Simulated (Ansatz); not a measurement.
`[SH][Ti]([SH])([SH])[Cl]` and `[F][Ti]([SH])([SH])[SH]` differ in one atom or group.

Ansatz, PBE0-D4/def2-TZVP geometries, multiplicity 1. Each molecule was computed in one conformer, which needn't be the lowest.

Scalar relativity is left out up to krypton.

```csv
property,`[SH][Ti]([SH])([SH])[Cl]`
HOMO–LUMO gap (PBE/def2-TZVPP) / eV,2.81
HOMO energy (ωB97M-V/def2-TZVPP) / eV,-10.11
LUMO energy (PBE/def2-TZVPP) / eV,-4.02
LUMO energy (B3LYP/def2-TZVPP) / eV,-3.33
HOMO energy (B3LYP/def2-TZVPP) / eV,-7.74
HOMO energy (PBE0/def2-TZVPP) / eV,-8.00
```

What does the change do to each property? (An estimate is asked.)

Ansatz gave: 
| property | `[F][Ti]([SH])([SH])[SH]` | shift |
| --- | --- | --- |
| HOMO–LUMO gap (PBE/def2-TZVPP) / eV | 2.92 | 0.11 |
| HOMO energy (ωB97M-V/def2-TZVPP) / eV | -10.01 | 0.10 |
| LUMO energy (PBE/def2-TZVPP) / eV | -3.82 | 0.20 |
| LUMO energy (B3LYP/def2-TZVPP) / eV | -3.17 | 0.16 |
| HOMO energy (B3LYP/def2-TZVPP) / eV | -7.66 | 0.08 |
| HOMO energy (PBE0/def2-TZVPP) / eV | -7.91 | 0.09 |

With PBE0 the HOMO rises by 0.09 eV and the LUMO rises by 0.17 eV, so the gap widens by about 0.08 eV. PBE moves the HOMO by 0.09 eV and ωB97M-V by 0.10 eV.

B3LYP here is the variant with VWN-RPA as its local correlation; programs differ in this.
